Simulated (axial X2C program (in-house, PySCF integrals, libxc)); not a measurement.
# Ionising SbF

All values come from calculations with an axial X2C code built on PySCF integrals, spin-free (one-electron X2C) or two-component (2c: spin–orbit coupling with atomic mean-field Coulomb and Gaunt terms, which also bring small scalar terms), in Dyall basis sets with cores contracted in-house; open shells are unrestricted.

Basis sets: F dyall-av3z, Sb dyall-cv3z.

| Hamiltonian | level | SbF state | Re (Å) | ωe (cm⁻¹) | De (eV) |
| --- | --- | --- | --- | --- | --- |
| spin-free | HF | M_S = 1, Λ = 0 | 1.897 | 647.1 | 2.23 |
| spin-free | PBE0 | M_S = 1, Λ = 0 | 1.921 | 609.2 | 4.13 |
| 2c | HF | Ω = 1 | 1.899 | 644.7 | 2.18 |
| 2c | PBE0 | Ω = 1 | 1.923 | 606.7 | 4.07 |

Adiabatic ionisation energy (minimum to minimum, no zero-point term) and constants of SbF⁺:

```csv
Hamiltonian,level,SbF⁺ state,IE (eV),Re (Å),ωe (cm⁻¹),De (eV),fragments
spin-free,HF,"M_S = 1/2, Λ = 1",8.58,1.823,775.3,2.21,Sb+ + F
spin-free,PBE0,"M_S = 1/2, Λ = 1",8.87,1.848,723.2,4.30,Sb+ + F
2c,HF,Ω = 1/2,8.35,1.825,771.2,n/a,Sb+ + F
2c,PBE0,Ω = 1/2,8.63,1.851,719.3,n/a,Sb+ + F
```

Add the zero-point terms to the ionisation energy at PBE0, 2c, and say whether the electron removed was bonding.

IE0 = IE + (ωe⁺ − ωe)/2 = 8.63 + (0.007) = 8.64 eV. Re changes by -0.072 Å, but the two determinants differ by more than one electron in one block, so no single orbital tells the change.

Each entry is the lowest single determinant of a limited PBE0 search at one distance. De goes to single-determinant-based atoms at the same level (for ions the charge split of lowest energy) and is withheld (n/a) where an atom does not fit its ground term or J level. Main or longest-lived isotopes. One determinant is a doubtful description, or other states lie close, for SbF; these need not be ground states, and all values refer to the states named. Some open-shell Ω = 0 determinants are out of reach, so the Ω given for SbF need not be the lowest component. With several unpaired electrons the Ω given is that of one determinant, not necessarily of the lowest component. Some light 2c atoms are not at their ground J level, so De misses part of their lowering (0.04 eV or less). The functionals have no current term, which raises determinants with orbital currents.
